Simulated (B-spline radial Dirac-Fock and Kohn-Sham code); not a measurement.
## Two-hole binding energies of Fe³⁺

System: the Fe³⁺ ion in the configuration [Ar] 3d4 4s1 (not the ground configuration).

Level of theory: relaxed Dirac-Fock hole states (ΔSCF) with Breit and QED corrections and a finite nucleus; a radial B-spline solver. U is the two-hole binding energy less the two single-hole energies, the effective repulsion of the holes after relaxation. Each two-hole energy is an average over J within one jj subconfiguration.

```tsv
holes	E(a) (eV)	E(b) (eV)	E(ab) (eV)	U (eV)
1s⁻²	7177.1	7177.1	14726.8	372.7
1s⁻¹ 2p3/2⁻¹	7177.1	776.8	8051.9	98.0
1s⁻¹ 3p1/2⁻¹	7177.1	118.4	7326.5	31.1
1s⁻¹ 3p3/2⁻¹	7177.1	116.7	7324.5	30.7
2s⁻²	916.6	916.6	1897.4	64.2
2s⁻¹ 2p1/2⁻¹	916.6	789.0	1764.1	58.5
2s⁻¹ 2p3/2⁻¹	916.6	776.8	1751.5	58.2
2p1/2⁻²	789.0	789.0	1653.1	75.2
2p1/2⁻¹ 2p3/2⁻¹	789.0	776.8	1635.3	69.5
2p3/2⁻²	776.8	776.8	1624.3	70.7
2p1/2⁻¹ 3p3/2⁻¹	789.0	116.7	?	?
2p3/2⁻¹ 3p1/2⁻¹	776.8	118.4	923.9	28.8
3p1/2⁻²	118.4	118.4	261.3	24.6
3p3/2⁻²	116.7	116.7	256.9	23.4
```

Problem. Give the missing two-hole energy and U.

Solution. E(ab) = 934.3 eV and U = 28.6 eV.

Values without a named source are computed, but for edge energies of neutral atoms, which are taken from tables.
